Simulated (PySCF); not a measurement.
SiClBr, SMILES Cl[Si]Br (connectivity only; charge and spin as stated), neutral, multiplicity 1. Coordinates come from a PBE0-D3(BJ)/def2-TZVP optimisation.

TDDFT-M06-2X/def2-SVPD (PySCF) puts the lowest singlet excitations at 3.48, 4.55, 5.34, 6.18, 6.21, 6.54 eV.

### Question
What are the lowest excitation roots from ADC(2)/aug-cc-pVDZ (PySCF)? (An estimate is asked for; the answer gives what the named calculation found.)

### Answer
3.66, 4.61, 5.21, 6.38, 6.41, 6.56 eV. S1 differs by 0.18 eV (second minus first; roots are paired by order, and the bases may differ).
